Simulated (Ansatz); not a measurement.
Reaction (ligand exchange at a B–C bond): `B[C@@H](F)[Si@@H](N)F` + `[OH][Ga]([Cl])[O][SiH3]` → `B[O][Ga]([Cl])[O][SiH3]` + `N[SiH](F)CF`

Isolated molecules relaxed with PBE0-D4/def2-TZVP in Ansatz; ΔE leaves out vibrations. CCSD(T)/CBS adds triple-zeta CCSD(T) − MP2 to the extrapolated MP2 energy (def2 sets, frozen cores). DFT in def2-TZVPP. For Ga outer-core shells are correlated without core-valence functions, which leaves a few kJ/mol of doubt a bond. Scalar relativity is left out up to krypton. Each species was taken in one conformer, which may not be the lowest.

```csv
level,ΔE (kJ/mol)
ωB97M-V,-109.2
PBE,-100.8
PBE0,-105.6
HF/CBS(def2),-130.1
```

What does CCSD(T)/CBS give? (Best estimate.)

The calculation gave: -111.9 kJ/mol. The listed levels differ from it by 2.7, 11.1, 6.3, -18.2 kJ/mol.

Largest T1 diagnostic among the species: 0.014.

From PBE to PBE0 (25 % exact exchange), in def2-TZVPP and without D4, ΔE moves by −4.8 kJ/mol. In def2-TZVPP, CCSD(T) changes the Hartree–Fock value by +13.1 kJ/mol (the triples alone add +1.3 kJ/mol) and MP2 by +13.8 kJ/mol.
